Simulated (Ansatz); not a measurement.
Compare A (`CB(O)CN`) with its isomer B (`CNB(C)O`).

Gas-phase electronic energies from Ansatz, PBE0-D4/def2-TZVP geometries. CCSD(T)/CBS is the MP2 limit (def2-TZVPP, def2-QZVPP) plus CCSD(T) − MP2 in def2-TZVPP, frozen cores. DFT in def2-TZVPP. B3LYP here is the variant with VWN-RPA as its local correlation; programs differ in this. One conformer a species, not always the lowest.

Which isomer does CCSD(T)/CBS put lower? Give the gap. (Estimate.)

Computed: B, by 112.4 kJ/mol.

Give E(B) − E(A) in kJ/mol with ωB97M-V, MP2/def2-TZVPP, B2PLYP, r2SCAN-D4, B3LYP, CCSD(T)/def2-TZVPP, PBE-D4. (Estimate.)

Ansatz gave: ωB97M-V -111.1, MP2/def2-TZVPP -114.7, B2PLYP -115.9, r2SCAN-D4 -113.5, B3LYP -116.2, CCSD(T)/def2-TZVPP -112.9, PBE-D4 -110.6. None reverses the order clearly.

Largest T1 diagnostic: 0.011.

In def2-TZVPP, CCSD(T) changes the Hartree–Fock value by +5.2 kJ/mol (the triples alone add +0.2 kJ/mol) and MP2 by +3.4 kJ/mol.
